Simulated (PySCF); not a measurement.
Two species compared at the same levels of theory.

First species: C6H7F.
Cartesian coordinates in Å at the GFN2-xTB level; atoms count from 1:
```xyz
14
C6H7F angstrom
C      2.9871   -0.8598    0.0235
C      2.3442    0.3001    0.0459
F      3.0419    1.4573    0.1671
C      0.9452    0.4715   -0.0475
C     -0.2374    0.6830   -0.1217
C     -1.6707    0.8434   -0.2171
C     -2.3687   -0.5110   -0.3504
H      4.0583   -0.9015    0.0997
H      2.4448   -1.7812   -0.0710
H     -1.8979    1.4705   -1.0846
H     -2.0258    1.3631    0.6779
H     -2.1522   -1.1353    0.5135
H     -3.4451   -0.3721   -0.4195
H     -2.0246   -1.0286   -1.2431
```

Second species: C6H4ClO3P.
InChI=1S/C6H4ClO3P/c1-3(9)5-6(7)11-4(2-8)10-5/h2H,1H3

Levels: PBE0/pcSseg-1 for dipole moment, HOMO energy, LUMO energy and HOMO–LUMO gap; GFN2-xTB for rotational constant A and rotational constant C. Geometries: GFN2-xTB. All species are isolated and taken at one optimised geometry, non-relativistic unless stated. Electronic properties by PySCF.

Dipoles, sizes and rotational constants follow the conformer. The torsions of the flexible species, by atom-mapped SMILES:
- `[CH3:1][C:2](=[O:3])[c:4]1[o:5][c:6]([CH:7]=[O:8])[p:9][c:10]1[Cl:11]`: C1–C2–C4–O5 0°, O5–C6–C7–O8 0°

```tsv
property	column X	column Y
dipole moment	1.14 D	2.53 D
HOMO energy	-7.87 eV	-6.96 eV
LUMO energy	-3.22 eV	-0.71 eV
HOMO–LUMO gap	4.65 eV	6.25 eV
rotational constant A	1.185 GHz	7.346 GHz
rotational constant C	0.436 GHz	0.967 GHz
```

**Question.** Which column belongs to which species?

**Answer.** Column X is the second species and column Y the first. The first has 14 atoms and 52 electrons, the second 15 and 96.

**Question.** How does each property change from the first species to the second?

**Answer.** dipole moment -1.39 D; HOMO energy -0.91 eV; LUMO energy -2.51 eV; HOMO–LUMO gap -1.60 eV; rotational constant A -6.161 GHz; rotational constant C -0.531 GHz.

On the first: The dipole matches unit charges of opposite sign 0.53 Å apart (1 e·Å = 4.8032 D).

On the second: In atomic units the dipole is 0.45 e·bohr (1 au = 2.5417 D).
